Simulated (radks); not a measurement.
The numbers below are computed, except where a source is named.
The neodymium ion Nd+ inside a hard spherical wall (all orbitals vanish at R), configuration held at [Xe] 4f4 6s1 and not refilled when levels cross. Code: a radial shooting solver on a logarithmic mesh with Libxc functionals. Model: scalar-relativistic Kohn-Sham, r2SCAN, spin-unpolarised, spherical densities, finite nucleus; meta-GGA in the generalised Kohn-Sham scheme; Fermi nuclear charge, rms radius 4.9123 fm. Eigenvalues in eV, with the zero of energy where the potential of the charges vanishes at infinity; a dash marks a level that is unbound or too diffuse for the functional's potential to be trusted. A positive occupied level is held by the wall or, in an anion where self-interaction has pushed it up, behind a barrier. The pressure on the wall is -dE/dV.

R (bohr)  E (hartree)  kinetic (hartree)    e(5s)    e(5p)   e(6s)   e(4f)  e(5d, empty)  e(6p, empty)  pressure (GPa)
free       -9624.3058          10242.846  -47.705  -28.860  -8.061  -7.281        -7.080        -5.025               0
20         -9624.3058          10242.846  -47.705  -28.860  -8.061  -7.281        -7.080        -5.025        < 0.0001
12         -9624.3058          10242.847  -47.700  -28.855  -8.057  -7.276        -7.076        -5.010         0.00117
3.5        -9623.1819          10247.774  -40.361  -21.524  18.069   1.375         3.974        31.571             329
2.5        -9617.9411          10268.185  -22.245   -0.213  91.160  21.919        34.748        115.57            4720
2          -9606.0263          10308.911   11.316   39.876  209.66  50.842        87.441        243.84           24500
1.5        -9559.8772          10454.077   130.79   176.08  544.70  124.04        246.23        593.09          189000
